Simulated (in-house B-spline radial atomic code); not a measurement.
Settings and results of a run for the helium ion He⁺. Method: non-relativistic revTPSS, spin-polarised, spherical fractional occupations, point nucleus. Calculated with an all-electron radial atomic-structure program (B-spline basis).

Command:
```bash
python run_scf.py task.json out
```
Settings:
```
Z                2
configuration    1s1
hamiltonian      nr
method           revtpss,revtpss
spin_polarised   True
```

Output (hartree, bohr):
```
 radial grid: 35 intervals, B-splines of order 8, outer radius 17.6471 bohr

 iter        energy (Eh)    residual
    1          -1.999882    4.71e-03
    2          -2.000142    1.38e-04
    3          -2.000143    7.20e-05
    4          -2.000143    3.78e-05
    5          -2.000143    3.53e-06
    6          -2.000143    8.19e-08

 total energy                        -2.00014
 kinetic                               2.0001
 electron-nucleus                     -4.0000
 Hartree                               0.6234
 exchange-correlation                 -0.6237

 orbital      occ     eigenvalue          <r>       <r^2>       <1/r>     <1/r^2>       <r^4>       r_max
 1s up      1.000        -1.5760     0.753618    0.761755     1.99999     8.03021        1.49      0.4985

 Slater integrals (Eh)
   F0(1s up,1s up)               1.246827
```

